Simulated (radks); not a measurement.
The numbers below are computed, except where a source is named.
Ionisation of Tb2+, [Xe] 4f9, to Tb3+, [Xe] 4f8, under several functionals. Dirac Kohn-Sham, spin-unpolarised, spherical densities, finite nucleus; open shells are shared between the two j in proportion to 2j + 1; a radial shooting solver on a logarithmic mesh with Libxc functionals.

| functional | E(Tb2+) (hartree) | Exc (hartree) | IE (eV) | -e(HOMO) (eV) | <r> HOMO (bohr) | IE error (eV) |
|---|---|---|---|---|---|---|
| RPBE | -11717.7168 | -257.3624 | 25.162 | 16.400 | 0.9026 | +3.342 |
| PBE | -11717.2923 | -256.9330 | 25.227 | 16.460 | 0.9021 | +3.407 |
| exchange-only B88 | -11714.7560 | -254.3598 | 23.925 | 15.245 | 0.9068 | +2.105 |

NIST Atomic Spectra Database: 21.82 eV (semi-empirical). Closest: exchange-only B88. The Delta-SCF values span 1.30 eV, the total energies 2.96 hartree. The highest occupied level is 4f7/2. Spin polarisation and multiplet splitting are left out, so open shells lie too high by an amount that depends on their filling. Sharing an open shell by 2j + 1 raises it above the true ground level by a part of the spin-orbit splitting, which enters the differences from NIST.

Beside tabulated values, note that spin-unpolarised runs miss the spin-polarisation part of the exchange energy of open shells.
